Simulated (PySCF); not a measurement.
# Simulated absorption spectrum

Species: C₅H₉NOSi.
InChI=1S/C5H9NOSi/c1-4-2-5(3-6)7-8-4/h4-5H,2,8H2,1H3/t4-,5-/m1/s1

Computed with TDDFT CAM-B3LYP/def2-SVPD, vertical, gas phase, core orbitals frozen in the response in PySCF. Isolated species at its GFN2-xTB geometry (one conformer only).

Broadening: Gaussians 0.4 eV wide at half height, area fixed by f = 4.319×10⁻⁹ ∫ε dν̃. The width is an assumption, not a result. The curve ends short of the highest state used, and states not computed would add to its high-energy end.

E (eV), ε (L mol⁻¹ cm⁻¹) and a bar:
```
     6.56          1 
     6.60          2 
     6.64          5 
     6.69         12 
     6.73         23 
     6.78         48 #
     6.82         81 #
     6.86        130 ##
     6.91        220 ###
     6.95        317 #####
     6.99        437 #######
     7.04        613 #########
     7.08        765 ############
     7.13        948 ##############
     7.17       1073 ################
     7.21       1163 ##################
     7.26       1211 ##################
     7.30       1193 ##################
     7.34       1129 #################
     7.39       1002 ###############
     7.43        885 #############
     7.48        751 ###########
     7.52        680 ##########
     7.56        660 ##########
     7.61        724 ###########
     7.65        852 #############
     7.70       1102 #################
     7.74       1357 #####################
     7.78       1636 #########################
     7.83       1975 ##############################
```

Q: Locate the maxima and give the states behind the curve.

A: 171 nm (7.27 eV), ε about 1200, made up of S1 (33%) and S2 (66%) (ε in L mol⁻¹ cm⁻¹; maxima over ε = 5, shares over 10%). At its high-energy end, 7.83 eV, the curve is still rising (ε about 2000, from S5). The states used: S1 7.16 eV (f 0.0072); S2 7.31 eV (f 0.012); S3 7.59 eV (f 0.0003); S4 7.71 eV (f 0.0024); S5 7.92 eV (f 0.028); S6 8.12 eV (f 0.012); S7 8.31 eV (f 0.0017); S8 8.43 eV (f 0.0079).

Q: What would ε be at 7.27 eV, the highest of these maxima, with half the width (0.2 eV)?

A: About 1860 L mol⁻¹ cm⁻¹ against 1210, a factor of about 1.5; a lone state at its own centre would give exactly 2.

Q: Coming from long wavelengths, where does ε first pass 100 L mol⁻¹ cm⁻¹?

A: At about 181 nm (6.84 eV), 0.32 eV below S1.

Q: Does any computed singlet lie in the visible range?

A: No computed singlet lies in the visible range (380 to 750 nm); the lowest, at 173 nm, stands 3.89 eV above its violet end (3.26 eV).

The run took 2.1 min wall (with the writing of density and orbital grids) on an Arm Neoverse N1 with one thread, no GPU, shared host, and the process peaked at 1.2 GiB of memory.
